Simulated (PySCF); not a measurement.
Ge(Me)(OH)3 (CH₆GeO₃), SMILES [CH3][Ge]([OH])([OH])[OH]. Atoms are numbered in the order given.

```xyz
11

C      0.0000     0.0000    -1.9546
Ge     0.0000     0.0000    -0.0190
O     -1.3231     1.0231     0.6413
O      1.5476     0.6343     0.6413
O     -0.2245    -1.6574     0.6413
H     -0.2700     1.0073    -2.3238
H      1.0074    -0.2698    -2.3238
H     -0.7373    -0.7375    -2.3238
H     -1.8116     0.4998     1.3052
H      1.3387     1.3189     1.3052
H      0.4729    -1.8188     1.3052
```

Geometry optimised at PBE-D3(BJ)/def2-SVP. One conformer was computed; it need not be the lowest.

Two levels are set side by side: PBE/pcSseg-1 (PySCF) and B3LYP/pcSseg-1 (PySCF). GIAO shifts against GeH4 (⁷³Ge), H2O (¹⁷O), TMS (¹H), TMS (¹³C) at the same level; non-relativistic, no solvent, atoms listed together averaged. Differences are taken from unrounded values.

```csv
quantity,B3LYP
δ(¹³C) of C1 (ppm),3.4
δ(⁷³Ge) of Ge2 (ppm),408.1
"δ(¹⁷O) of O3, O4, O5 (ppm)",75.6
"δ(¹H) of H6, H7, H8 (ppm)",1.22
"δ(¹H) of H9, H10, H11 (ppm)",1.74
```

### Question
What does PBE give, and how far is it from B3LYP? (Estimate from the structure and the level; the computed values follow.)

### Answer

| quantity | PBE | PBE minus B3LYP |
|---|---|---|
| δ(¹³C) of C1 (ppm) | 3.8 | 0.4 |
| δ(⁷³Ge) of Ge2 (ppm) | 437.5 | 29.4 |
| δ(¹⁷O) of O3, O4, O5 (ppm) | 86.7 | 11.1 |
| δ(¹H) of H6, H7, H8 (ppm) | 1.20 | -0.02 |
| δ(¹H) of H9, H10, H11 (ppm) | 1.67 | -0.07 |

Rough cost on one machine, each run with all the roots and properties that it gave: B3LYP against PBE within a factor of 2.
